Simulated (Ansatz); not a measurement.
Geometry optimisation, RHF/def2-SVP (Ansatz 0.2.0).

input.yaml

```yaml
crystal:
  periodic: [false, false, false]
  atoms:
    - { symbol: W, position_ang: [0.186359, -0.285439, -0.355729] }
    - { symbol: H, position_ang: [0.246684, 0.689487, 2.420659] }
    - { symbol: Cl, position_ang: [2.191358, -0.868873, 0.701806] }
    - { symbol: Cl, position_ang: [-0.387117, 2.970084, 0.230401] }
    - { symbol: Cl, position_ang: [-1.730446, -0.351325, 0.953713] }
    - { symbol: Cl, position_ang: [-0.04417, -2.434771, -1.313865] }
    - { symbol: O, position_ang: [0.360852, 0.508172, -2.012323] }
    - { symbol: H, position_ang: [0.557241, 0.093754, -2.840473] }
    - { symbol: F, position_ang: [0.53424, 1.557452, 0.26655] }
    - { symbol: H, position_ang: [0.770799, 1.161959, 2.35906] }
basis:
  gaussian: { orbitals: def2-SVP }
hamiltonian:
  xc: hf
relax:
  f_tol: 0.03
  max_steps: 50
```

Run as:

```bash
$ ansatz run input.yaml --threads 4 --pin off --max-ram 5120MiB --backend cpu --events-out ev --progress --plain --runs-dir out
```

Task: Where does it end, and by what steps?

Result: The forces met the threshold. After 12 steps the energy has fallen by 1.026 eV; H2 moved furthest, 1.26 Å.

```tsv
step	energy less start (eV)	largest force component (eV/Å)	accepted
0	0.0000	3.672	yes
1	-0.5867	2.078	yes
2	-0.8308	1.197	yes
3	-0.9426	0.593	yes
4	-0.9884	0.286	yes
5	-1.0095	0.217	yes
6	-1.0140	0.325	yes
7	-1.0174	0.317	yes
8	-0.9496	1.765	no
9	-1.0240	0.170	yes
10	-1.0250	0.056	yes
11	-1.0239	0.130	no
12	-1.0257	0.021	yes
```

```xyz
10
Properties=species:S:1:pos:R:3
W 0.162 -0.551 -0.752
H 0.208 1.315 3.516
Cl 2.077 -1.017 0.479
Cl -0.447 3.034 0.200
Cl -1.597 -0.492 0.751
Cl -0.086 -2.685 -1.665
O 0.247 0.295 -2.379
H 0.616 0.090 -3.228
F 0.554 1.753 0.033
H 0.952 1.298 3.455
```

Whether the end is a true minimum wasn't checked by a vibrational analysis.

Run time: 48 s on 4 threads of Arm Neoverse V2, with other jobs on the host, peak memory 0.55 GiB.
